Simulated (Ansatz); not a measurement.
Ansatz (an electronic-structure program) input (B3LYP-D3(BJ)/def2-TZVP):

Ansatz 0.2 input:
```yaml
crystal:
  periodic: [false, false, false]
  atoms:
    - {symbol: C, position_ang: [2.39412494, 1.05370165, 0.87034403]}
    - {symbol: C, position_ang: [1.73844890, -0.17020547, 0.34083955]}
    - {symbol: C, position_ang: [0.69985936, -0.13663585, -0.72158626]}
    - {symbol: C, position_ang: [-0.78610718, -0.20331296, -0.24936399]}
    - {symbol: C, position_ang: [-1.09924580, 0.97409198, 0.67900451]}
    - {symbol: C, position_ang: [-1.04587409, -1.52212793, 0.48522044]}
    - {symbol: C, position_ang: [-1.68244609, -0.12659058, -1.48954538]}
    - {symbol: H, position_ang: [2.44316355, 1.84012176, 0.11209695]}
    - {symbol: H, position_ang: [3.40983668, 0.85172978, 1.22002558]}
    - {symbol: H, position_ang: [1.85278365, 1.48362007, 1.72724919]}
    - {symbol: H, position_ang: [1.94912249, -1.11463654, 0.82860163]}
    - {symbol: H, position_ang: [0.84908662, -0.97824258, -1.40926803]}
    - {symbol: H, position_ang: [0.81578179, 0.77771893, -1.31361125]}
    - {symbol: H, position_ang: [-2.15361865, 0.96956937, 0.96478568]}
    - {symbol: H, position_ang: [-0.88870189, 1.92800731, 0.18963537]}
    - {symbol: H, position_ang: [-0.50580354, 0.92606358, 1.59295705]}
    - {symbol: H, position_ang: [-0.82093896, -2.37851325, -0.15516363]}
    - {symbol: H, position_ang: [-0.43286371, -1.60257243, 1.38427972]}
    - {symbol: H, position_ang: [-2.09319165, -1.59573440, 0.78697896]}
    - {symbol: H, position_ang: [-1.52395005, 0.80886511, -2.03126739]}
    - {symbol: H, position_ang: [-1.47568789, -0.95128046, -2.17556125]}
    - {symbol: H, position_ang: [-2.73757861, -0.17824123, -1.21121581]}
basis:
  gaussian:
    orbitals: def2-TZVP
hamiltonian:
  xc: b3lyp
  dispersion: d3bj
magnetization: {spin_polarized: true, initial_magnetization: 1}
phonons: {temperatures: {t_min: 298.15, t_max: 298.15, t_step: 100}}
```

Output:

```
Functional definition: B3LYP
integrals: 0.33 GiB planned
1920 factors; their error is unknown
0.42 GiB of the device are held for the grids
2.15 GiB of device memory are held for the factors and their scratch space
mean field: 2.79 GiB planned
mean field evaluation 1: about -7485.1900 eV, gradient 6.6e1 eV
mean field evaluation 2: about -7466.5424 eV, gradient 8.7e1 eV
mean field evaluation 4: about -7505.8312 eV, gradient 5.5e0 eV
mean field evaluation 8: about -7505.9632 eV, gradient 8.6e-2 eV
mean field evaluation 16: about -7505.9096 eV, gradient 6.0e-4 eV
mean field -7505.90962883 eV, -275.8370911714 hartree, gradient 1.8e-5 eV, S^2 0.754286; 0 other end points of the search recorded, 0 dependent functions left out
the calculation of the forces begins
reference -7505.90998068 eV, -275.8371041014 hartree; 29, 28 occupied and 278, 279 virtual orbitals, 1920 factors
these checks for a lower state are left out or cut short: stability, starts, cluster_reference, orbital_swaps, neighbouring_geometries, increment
integrals: 0.33 GiB planned
1920 factors; their error is unknown
0.42 GiB of the device are held for the grids
2.15 GiB of device memory are held for the factors and their scratch space
mean field: 2.79 GiB planned
mean field -7505.90956092 eV, -275.8370886757 hartree, gradient 2.2e-6 eV, S^2 0.754291; 0 other end points of the search recorded, 0 dependent functions left out
the calculation of the forces begins
reference -7505.90991268 eV, -275.8371016027 hartree; 29, 28 occupied and 278, 279 virtual orbitals, 1920 factors
these checks for a lower state are left out or cut short: stability, starts, cluster_reference, orbital_swaps, neighbouring_geometries, increment
integrals: 0.33 GiB planned
1920 factors; their error is unknown
0.42 GiB of the device are held for the grids
2.15 GiB of device memory are held for the factors and their scratch space
mean field: 2.79 GiB planned
mean field evaluation 32: about -7505.9094 eV, gradient 8.2e-3 eV
mean field -7505.90938429 eV, -275.8370821844 hartree, gradient 2.2e-6 eV, S^2 0.754281; 0 other end points of the search recorded, 0 dependent functions left out
the calculation of the forces begins
reference -7505.90973621 eV, -275.8370951174 hartree; 29, 28 occupied and 278, 279 virtual orbitals, 1920 factors
these checks for a lower state are left out or cut short: stability, starts, cluster_reference, orbital_swaps, neighbouring_geometries, increment
integrals: 0.33 GiB planned
1920 factors; their error is unknown
0.42 GiB of the device are held for the grids
2.15 GiB of device memory are held for the factors and their scratch space
mean field: 2.79 GiB planned
mean field -7505.90951259 eV, -275.8370868994 hartree, gradient 2.2e-6 eV, S^2 0.754286; 0 other end points of the search recorded, 0 dependent functions left out
the calculation of the forces begins
reference -7505.90986439 eV, -275.8370998279 hartree; 29, 28 occupied and 278, 279 virtual orbitals, 1920 factors
these checks for a lower state are left out or cut short: stability, starts, cluster_reference, orbital_swaps, neighbouring_geometries, increment
integrals: 0.33 GiB planned
1920 factors; their error is unknown
0.42 GiB of the device are held for the grids
2.15 GiB of device memory are held for the factors and their scratch space
mean field: 2.79 GiB planned
mean field -7505.90944486 eV, -275.8370844106 hartree, gradient 2.3e-6 eV, S^2 0.754286; 0 other end points of the search recorded, 0 dependent functions left out
[...]
2.15 GiB of device memory are held for the factors and their scratch space
mean field: 2.79 GiB planned
mean field -7505.90955354 eV, -275.8370884042 hartree, gradient 2.2e-6 eV, S^2 0.754286; 0 other end points of the search recorded, 0 dependent functions left out
the calculation of the forces begins
reference -7505.90990535 eV, -275.8371013331 hartree; 29, 28 occupied and 278, 279 virtual orbitals, 1920 factors
these checks for a lower state are left out or cut short: stability, starts, cluster_reference, orbital_swaps, neighbouring_geometries, increment
integrals: 0.33 GiB planned
1920 factors; their error is unknown
0.42 GiB of the device are held for the grids
2.15 GiB of device memory are held for the factors and their scratch space
mean field: 2.79 GiB planned
mean field -7505.90957558 eV, -275.8370892144 hartree, gradient 2.2e-6 eV, S^2 0.754286; 0 other end points of the search recorded, 0 dependent functions left out
the calculation of the forces begins
reference -7505.90992746 eV, -275.8371021456 hartree; 29, 28 occupied and 278, 279 virtual orbitals, 1920 factors
these checks for a lower state are left out or cut short: stability, starts, cluster_reference, orbital_swaps, neighbouring_geometries, increment
integrals: 0.33 GiB planned
1920 factors; their error is unknown
0.42 GiB of the device are held for the grids
2.15 GiB of device memory are held for the factors and their scratch space
mean field: 2.79 GiB planned
mean field -7505.90953564 eV, -275.8370877464 hartree, gradient 2.2e-6 eV, S^2 0.754286; 0 other end points of the search recorded, 0 dependent functions left out
the calculation of the forces begins
reference -7505.90988744 eV, -275.8371006751 hartree; 29, 28 occupied and 278, 279 virtual orbitals, 1920 factors
these checks for a lower state are left out or cut short: stability, starts, cluster_reference, orbital_swaps, neighbouring_geometries, increment
integrals: 0.33 GiB planned
1920 factors; their error is unknown
0.42 GiB of the device are held for the grids
2.15 GiB of device memory are held for the factors and their scratch space
mean field: 2.79 GiB planned
mean field evaluation 896: about -7505.9617 eV, gradient 5.4e-1 eV
mean field -7505.90962532 eV, -275.8370910422 hartree, gradient 2.2e-6 eV, S^2 0.754286; 0 other end points of the search recorded, 0 dependent functions left out
the calculation of the forces begins
reference -7505.90997720 eV, -275.8371039735 hartree; 29, 28 occupied and 278, 279 virtual orbitals, 1920 factors
these checks for a lower state are left out or cut short: stability, starts, cluster_reference, orbital_swaps, neighbouring_geometries, increment
integrals: 0.33 GiB planned
1920 factors; their error is unknown
0.42 GiB of the device are held for the grids
2.15 GiB of device memory are held for the factors and their scratch space
mean field: 2.79 GiB planned
mean field -7505.90949207 eV, -275.8370861453 hartree, gradient 2.2e-6 eV, S^2 0.754286; 0 other end points of the search recorded, 0 dependent functions left out
the calculation of the forces begins
reference -7505.90984388 eV, -275.8370990740 hartree; 29, 28 occupied and 278, 279 virtual orbitals, 1920 factors
these checks for a lower state are left out or cut short: stability, starts, cluster_reference, orbital_swaps, neighbouring_geometries, increment
integrals: 0.33 GiB planned
1920 factors; their error is unknown
0.42 GiB of the device are held for the grids
2.15 GiB of device memory are held for the factors and their scratch space
mean field: 2.79 GiB planned
mean field -7505.90957571 eV, -275.8370892190 hartree, gradient 2.2e-6 eV, S^2 0.754286; 0 other end points of the search recorded, 0 dependent functions left out
the calculation of the forces begins
reference -7505.90992758 eV, -275.8371021502 hartree; 29, 28 occupied and 278, 279 virtual orbitals, 1920 factors
these checks for a lower state are left out or cut short: stability, starts, cluster_reference, orbital_swaps, neighbouring_geometries, increment
integrals: 0.33 GiB planned
1920 factors; their error is unknown
0.42 GiB of the device are held for the grids
2.15 GiB of device memory are held for the factors and their scratch space
mean field: 2.79 GiB planned
mean field -7505.90961581 eV, -275.8370906928 hartree, gradient 2.2e-6 eV, S^2 0.754286; 0 other end points of the search recorded, 0 dependent functions left out
the calculation of the forces begins
reference -7505.90996766 eV, -275.8371036230 hartree; 29, 28 occupied and 278, 279 virtual orbitals, 1920 factors
these checks for a lower state are left out or cut short: stability, starts, cluster_reference, orbital_swaps, neighbouring_geometries, increment
integrals: 0.33 GiB planned
1920 factors; their error is unknown
0.42 GiB of the device are held for the grids
2.15 GiB of device memory are held for the factors and their scratch space
mean field: 2.79 GiB planned
mean field evaluation 928: about -7505.9096 eV, gradient 8.2e-3 eV
mean field -7505.90961336 eV, -275.8370906028 hartree, gradient 2.2e-6 eV, S^2 0.754286; 0 other end points of the search recorded, 0 dependent functions left out
the calculation of the forces begins
reference -7505.90996520 eV, -275.8371035326 hartree; 29, 28 occupied and 278, 279 virtual orbitals, 1920 factors
these checks for a lower state are left out or cut short: stability, starts, cluster_reference, orbital_swaps, neighbouring_geometries, increment
integrals: 0.33 GiB planned
1920 factors; their error is unknown
0.42 GiB of the device are held for the grids
2.15 GiB of device memory are held for the factors and their scratch space
mean field: 2.79 GiB planned
mean field -7505.90957844 eV, -275.8370893194 hartree, gradient 2.2e-6 eV, S^2 0.754286; 0 other end points of the search recorded, 0 dependent functions left out
the calculation of the forces begins
reference -7505.90993029 eV, -275.8371022498 hartree; 29, 28 occupied and 278, 279 virtual orbitals, 1920 factors
these checks for a lower state are left out or cut short: stability, starts, cluster_reference, orbital_swaps, neighbouring_geometries, increment
integrals: 0.33 GiB planned
1920 factors; their error is unknown
0.42 GiB of the device are held for the grids
2.15 GiB of device memory are held for the factors and their scratch space
mean field: 2.79 GiB planned
mean field -7505.90963649 eV, -275.8370914529 hartree, gradient 2.2e-6 eV, S^2 0.754286; 0 other end points of the search recorded, 0 dependent functions left out
the calculation of the forces begins
reference -7505.90998833 eV, -275.8371043825 hartree; 29, 28 occupied and 278, 279 virtual orbitals, 1920 factors
Total energy: -7506.79958924 eV, -275.8697966131 hartree
Atom 0 at     2.394125     1.053702     0.870344 Å, force     0.000135     0.000839     0.000302 eV/Å
Atom 1 at     1.738449    -0.170205     0.340840 Å, force    -0.000530     0.000244    -0.000366 eV/Å
Atom 2 at     0.699859    -0.136636    -0.721586 Å, force     0.000038    -0.000196     0.000795 eV/Å
Atom 3 at    -0.786107    -0.203313    -0.249364 Å, force    -0.001014     0.000209     0.000084 eV/Å
Atom 4 at    -1.099246     0.974092     0.679005 Å, force     0.000453    -0.000404    -0.000283 eV/Å
Atom 5 at    -1.045874    -1.522128     0.485220 Å, force     0.000452     0.000434    -0.000780 eV/Å
Atom 6 at    -1.682446    -0.126591    -1.489545 Å, force    -0.000243     0.000024     0.000139 eV/Å
Atom 7 at     2.443164     1.840122     0.112097 Å, force     0.000096    -0.000722     0.000683 eV/Å
Atom 8 at     3.409837     0.851730     1.220026 Å, force    -0.000648     0.000221    -0.000196 eV/Å
Atom 9 at     1.852784     1.483620     1.727249 Å, force     0.000552    -0.000366    -0.000738 eV/Å
Atom 10 at     1.949122    -1.114637     0.828602 Å, force    -0.000031     0.000042     0.000003 eV/Å
Atom 11 at     0.849087    -0.978243    -1.409268 Å, force     0.000022    -0.000074     0.000049 eV/Å
Atom 12 at     0.815782     0.777719    -1.313611 Å, force     0.000552    -0.000064    -0.000440 eV/Å
Atom 13 at    -2.153619     0.969569     0.964786 Å, force     0.000056     0.000045     0.000131 eV/Å
Atom 14 at    -0.888702     1.928007     0.189635 Å, force    -0.000011    -0.000129    -0.000041 eV/Å
Atom 15 at    -0.505804     0.926064     1.592957 Å, force    -0.000289     0.000436     0.000410 eV/Å
Atom 16 at    -0.820939    -2.378513    -0.155164 Å, force    -0.000118    -0.000055    -0.000012 eV/Å
Atom 17 at    -0.432864    -1.602572     1.384280 Å, force     0.000183    -0.000174    -0.000107 eV/Å
Atom 18 at    -2.093192    -1.595734     0.786979 Å, force     0.000001    -0.000349     0.000376 eV/Å
Atom 19 at    -1.523950     0.808865    -2.031267 Å, force     0.000187    -0.000055    -0.000020 eV/Å
Atom 20 at    -1.475688    -0.951280    -2.175561 Å, force     0.000105     0.000051     0.000024 eV/Å
Atom 21 at    -2.737579    -0.178241    -1.211216 Å, force     0.000050     0.000043    -0.000013 eV/Å
Dipole moment:    -0.016484     0.019898     0.016050 e Å
Vibrations: 16.23 81.38 105.88 227.55 237.19 268.92 279.96 307.81 337.89 381.31 406.08 424.69 438.75 534.08 733.06 860.24 884.35 918.96 940.31 941.89 962.82 990.50 1022.74 1046.54 1105.88 1154.12 1213.23 1224.01 1248.44 1312.02 1327.18 1397.39 1399.12 1401.19 1414.17 1428.95 1469.87 1477.36 1481.77 1482.30 1489.07 1490.94 1507.05 1507.64 1518.67 2944.55 2984.15 3019.91 3022.79 3027.75 3029.98 3031.61 3073.39 3080.32 3080.64 3084.78 3087.35 3093.13 3099.12 3161.80 cm⁻¹, zero-point energy 5.468992 eV
```

It need not be the lowest isomer of its formula.
